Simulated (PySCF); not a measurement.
# Electronic structure of Tc (technetium, neutral) at the UHF level

Configuration: [Kr] 4d4 5s2 6s1, high-spin 6D determinant (an excited configuration). Computed with PySCF 2.14 in x2c-TZVPPall with one added diffuse shell each of s, p, d, f type (9s7p7d3f1g, 95 functions), with the spin-free X2C one-electron Hamiltonian (Gaussian nucleus).

```json
{
 "Total energy": "-4282.693088 hartree",
 "One-electron energy": "-5892.4520 hartree",
 "Hartree (Coulomb) energy": "1736.9276 hartree",
 "Exchange energy": "-127.1686 hartree",
 "⟨S²⟩": "8.7598",
 "⟨L²⟩": "6.167",
 "Sum of ⟨r⟩": "38.28 bohr",
 "Sum of ⟨r²⟩": "124.2 bohr²",
 "Traceless quadrupole moment −½Σ⟨3z² − r²⟩ along its main axis": "0.775 e·bohr²",
 "Langevin diamagnetic susceptibility": "-98.4 ×10⁻⁶ cm³/mol"
}
```

```tsv
shell	electrons	mean orbital energy (hartree)	spread (hartree)	rms radius, mean of both spins (bohr)
1s β	1	-777.86387	0	0.0394
1s α	1	-777.86373	0	0.0394
2s α	1	-114.10096	0	0.162
2s β	1	-114.06297	0	0.162
2p α	3	-101.94038	0.00144	0.144
2p β	3	-101.90356	0.00906	0.144
3s α	1	-21.37200	0	0.442
3s β	1	-21.35141	0	0.442
3p α	3	-17.26593	0.01050	0.446
3p β	3	-17.24205	0.02008	0.446
3d α	5	-10.62399	0.04099	0.435
3d β	5	-10.56901	0.02185	0.435
4s α	1	-3.71392	0	1.12
4s β	1	-3.48636	0	1.12
4p α	3	-2.49694	0.03762	1.25
4p β	3	-2.20073	0.05914	1.25
4d α	4	-0.77793	0.05435	1.69
5s α	1	-0.43465	0	3.26
5s β	1	-0.37359	0	3.26
6s α	1	-0.08515	0	8.71
```

The outer electron is Rydberg-like, and this basis confines it to a smaller radius and binds it less than a complete one would.

Densities and radii are taken from the X2C orbitals without a picture-change correction, which distorts them close to the nucleus.

Spin-orbit constants ζ (cm⁻¹) from the X2C one-electron operator on these orbitals: bare nucleus, nucleus screened by l(l+1)(2l+1)/3 electrons, and screened by the Breit-Pauli mean field of the electrons.

```csv
shell,bare,screened nucleus,mean field
2p,642100,612300,n/a
3p,108800,103700,n/a
3d,15620,11990,n/a
4p,15040,14340,n/a
4d,1313,1008,n/a
```

To first order the Landé constant is A = 201.6 cm⁻¹, so the lowest level has J = 1/2 and lies 0.175 eV below the centre of the term. This holds in LS coupling only.
